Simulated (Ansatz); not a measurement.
C3H9NSi, SMILES `CC(C)[Si]N`. Total charge 0; spin multiplicity 1.

Z-matrix (Å, degrees):
```
C
C 1 1.520
H 1 1.096 2 111.3
H 1 1.096 2 111.4 3 118.9
H 1 1.094 2 112.2 3 -121.1
C 2 1.531 1 111.4 3 -62.5
Si 2 1.926 1 118.5 3 63.4
H 2 1.102 1 108.5 3 -179.9
H 6 1.095 2 111.2 1 61.3
H 6 1.095 2 111.3 1 -58.1
H 6 1.094 2 112.1 1 -178.7
N 7 1.707 2 100.8 1 -2.5
H 12 1.010 7 126.5 2 0.4
H 12 1.008 7 121.4 2 -179.5
```

(1) What are the harmonic wavenumbers in cm⁻¹ at PBE0-D4/def2-TZVP (Ansatz, finite differences of forces, unscaled)? (Estimate.)

(2) Is this a minimum?

(3) Give the ideal-gas thermochemistry at 298.15 K and 1 bar (rigid rotor, harmonic oscillator; point group C1, symmetry number 1).

(4) And at 400, 500, 600, 800 and 1000 K?

Answers

(1) Ansatz gave: 42, 209, 219, 246, 273, 333, 383, 547, 558, 603, 795, 868, 894, 918, 975, 981, 1112, 1186, 1242, 1317, 1387, 1407, 1477, 1489, 1497, 1501, 1581, 2985, 3022, 3025, 3081, 3090, 3100, 3101, 3565, 3675.

(2) Yes, all 36 modes are real.

(3) Zero-point energy 315.1 kJ/mol; H(298) − E = 337.0 kJ/mol; entropy 348.7 J/(mol·K), of which translation 164.6, rotation 111.2, vibration 72.9; G(298) − E = 233.0 kJ/mol. Modes under 100 cm⁻¹ are hindered rotations or soft bends, so the harmonic entropy is rough.

(4) 
| T (K) | H − E (kJ/mol) | S (J/mol/K) | G − E (kJ/mol) |
| --- | --- | --- | --- |
| 400 | 350.3 | 386.8 | 195.5 |
| 500 | 365.9 | 421.5 | 155.1 |
| 600 | 383.6 | 453.8 | 111.3 |
| 800 | 424.3 | 512.1 | 14.6 |
| 1000 | 470.2 | 563.3 | -93.0 |
